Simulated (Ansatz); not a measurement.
`[CH3][Sn][OH]` + CH₃SH → `C[S][Sn][OH]` + CH₄ at 600 K and 1 bar (ligand exchange at the Sn–C bond).

Gas-phase electronic energies from Ansatz, PBE0-D4/def2-TZVP geometries. CCSD(T)/CBS is the MP2 limit (def2-TZVPP, def2-QZVPP) plus CCSD(T) − MP2 in def2-TZVPP, frozen cores. This one scheme is used for every species. def2 core potentials past Kr. For Sn outer-core shells are correlated without core-valence functions, which leaves a few kJ/mol of doubt a bond. Each species was taken in one conformer, which may not be the lowest.

```
        species  CCSD(T)/CBS energy (Eh)  H − E (kJ/mol)  S (J/(mol·K))
`[CH3][Sn][OH]`               -329.68108           169.9          379.1
          CH₃SH               -438.22835           152.3          296.8
 `C[S][Sn][OH]`               -727.49807           189.5          427.3
            CH₄                -40.46206           140.4          215.7
```

H − E and S are ideal-gas, rigid-rotor, harmonic terms from PBE0-D4/def2-TZVP, for one conformer and one mirror image of each species. 1 Eh = 2625.50 kJ/mol, R = 8.31446 J/(mol·K).

Task: By hand: ΔE, ΔH, ΔS and ΔG.

Result: ΔE = (-727.49807) + (-40.46206) − (-329.68108) − (-438.22835) = -0.05070 Eh = -133.1 kJ/mol. Δ(H − E) = 189.5 + 140.4 − 169.9 − 152.3 = 7.7, so ΔH = -125.4 kJ/mol. ΔS = 427.3 + 215.7 − 379.1 − 296.8 = -32.9 J/(mol·K). ΔG = -125.4 − 600 × (-32.9)/1000 = -105.7 kJ/mol.

Task: By hand: the equilibrium constant, and the temperature at which ΔG would vanish if ΔH and ΔS stayed fixed.

Result: log₁₀ K = −ΔG/(RT ln 10) = 9.2. ΔG = 0 at ΔH/ΔS = 3812 K, far beyond where these terms or the molecules hold.

ΔH outweighs TΔS. A doubt of 5 kJ/mol in ΔE shifts log₁₀ K by 0.4 here. Other conformers and mirror images would add mixing entropy, several J/(mol·K) or more a flexible species. These are equilibria of isolated gas molecules and say nothing of rates. Largest T1 diagnostic: 0.016 (customary marks: 0.02 for closed shells, 0.045 for open ones).
